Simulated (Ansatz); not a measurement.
Start from `[SiH3]C#[C][GeH3]` and change one atom or group to get `[SiH3]C#CS[SiH3]`.

Ansatz, PBE0-D4/def2-TZVP geometries, multiplicity 1. 

Scalar relativity is left out up to krypton.

```json
{"property": "HOMO–LUMO gap (PBE/def2-TZVPP) / eV", "`[SiH3]C#[C][GeH3]`": "5.56"}
{"property": "size of the dipole moment (B3LYP/def2-TZVPP) / D", "`[SiH3]C#[C][GeH3]`": "0.54"}
{"property": "LUMO energy (PBE/def2-TZVPP) / eV", "`[SiH3]C#[C][GeH3]`": "-1.35"}
{"property": "LUMO energy (B3LYP/def2-TZVPP) / eV", "`[SiH3]C#[C][GeH3]`": "-0.63"}
{"property": "LUMO energy (PBE0/def2-TZVPP) / eV", "`[SiH3]C#[C][GeH3]`": "-0.45"}
{"property": "size of the dipole moment (PBE/def2-TZVPP) / D", "`[SiH3]C#[C][GeH3]`": "0.55"}
```

Problem. Give the same properties after the change, and the shifts. (Best estimate.)

Solution. The calculation gave: 
| property | `[SiH3]C#CS[SiH3]` | shift |
| --- | --- | --- |
| HOMO–LUMO gap (PBE/def2-TZVPP) / eV | 4.32 | -1.24 |
| size of the dipole moment (B3LYP/def2-TZVPP) / D | 1.42 | 0.88 |
| LUMO energy (PBE/def2-TZVPP) / eV | -1.61 | -0.26 |
| LUMO energy (B3LYP/def2-TZVPP) / eV | -0.88 | -0.25 |
| LUMO energy (PBE0/def2-TZVPP) / eV | -0.71 | -0.26 |
| size of the dipole moment (PBE/def2-TZVPP) / D | 1.41 | 0.86 |

With PBE0 the HOMO rises by 1.08 eV and the LUMO falls by 0.26 eV, so the gap narrows by about 1.34 eV. PBE moves the HOMO by 0.98 eV and ωB97M-V by 1.22 eV. Dipoles are sizes alone; their direction can turn.

B3LYP here is the variant with VWN-RPA as its local correlation; programs differ in this.
